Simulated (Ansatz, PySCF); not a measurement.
Be(Me)(NMe2) (C₃H₉BeN), SMILES C[N](C)[Be][CH3]. Atoms are numbered in the order given.

```xyz
14

Be     0.6184     0.5625    -0.5091
C      1.6840     1.5390    -1.3772
H      2.7204     1.1564    -1.3545
H      1.7224     2.5632    -0.9617
H      1.4000     1.6423    -2.4396
N     -0.3378    -0.3094     0.2754
C     -1.2069     0.1903     1.3219
C     -0.4825    -1.7351     0.0593
H     -2.2766     0.0157     1.0887
H     -1.0020    -0.2968     2.2965
H     -1.0734     1.2760     1.4619
H     -0.2415    -2.3176     0.9712
H     -1.5164    -2.0050    -0.2363
H      0.1906    -2.0838    -0.7417
```
Charge 0, spin multiplicity 1.

Geometry: ωB97X-D3(BJ)/def2-SVP. The structure was generated by enumeration; whether it is a known compound was not checked. Other conformers were not sampled.

Vertical ionisation energy (IE) and electron affinity (EA) in eV. Rows of orbital energies are one-electron estimates. Where ΔSCF, EOM or ADC give a negative EA the extra electron is unbound and the value depends on the basis.

```tsv
level	IE	EA
−ε(HOMO), −ε(LUMO), HF/def2-TZVP (PySCF)	9.26	-1.68
−ε(HOMO), −ε(LUMO), PBE/def2-TZVP (PySCF)	4.91	0.52
ΔSCF, PBE0/def2-SVPD (Ansatz), final states of multiplicity 2 and 2	8.24	-1.13
ΔSCF, PBE/def2-SVPD (Ansatz), final states of multiplicity 2 and 2	8.21	-0.99
```

**Question.** What vertical singlet–triplet gap does ΔSCF give with PBE0/def2-SVPD (Ansatz, a program for electronic structure) and with PBE/def2-SVPD (Ansatz)? (The exact figures need the calculation; the answer reports its results.)

**Answer.** 4.97 and 4.81 eV (triplet above singlet where positive).
